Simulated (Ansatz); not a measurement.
The same path of C₂H₄FNSi (9 atoms, charge 0, multiplicity 1) was run twice with different band settings. The coordinate that changes most is the dihedral H7–C1–Si2–N3.

Theory: RKS revPBE/def2-SVP (Ansatz).

Relaxed end points:

```xyz
9
Properties=species:S:1:pos:R:3
C -1.334 -0.480 -0.249
Si 0.231 0.130 0.594
N 1.884 -0.513 0.033
C 1.696 0.715 -0.276
F 2.511 1.551 -0.931
H -1.156 -0.648 -1.329
H -2.157 0.256 -0.133
H -1.667 -1.435 0.209
H 0.081 0.378 2.064
```

```xyz
9
Properties=species:S:1:pos:R:3
C -1.299 -0.582 -0.209
Si 0.367 -0.124 0.531
N 1.868 -0.058 -0.566
C 1.487 1.099 -0.171
F 2.016 2.297 -0.449
H -1.414 -1.687 -0.239
H -1.389 -0.189 -1.241
H -2.129 -0.172 0.403
H 0.581 -0.631 1.924
```

Common settings: movable images 9; climbing image yes; optimiser quadratic models (default); start path IDPP; force threshold 0.05 eV/Å; iteration limit 60; end points relaxed.

| run | spring |
| --- | --- |
| 1 | 5.0 eV/Å² |
| 2 | 50.0 eV/Å² |

(1) What does each run give, and how far can it be trusted?

Answers

(1) Run 1: converged after 3 iterations, highest image 0.035 eV above the first end. A vibrational analysis at the climbing image gives one clearly imaginary mode, 119i cm⁻¹: a first-order saddle point.
Run 2: converged after 3 iterations, highest image 0.035 eV above the first end. Another band between the same ends (9 images) ends at a top of the same energy, where a vibrational analysis finds 1 clearly imaginary mode.
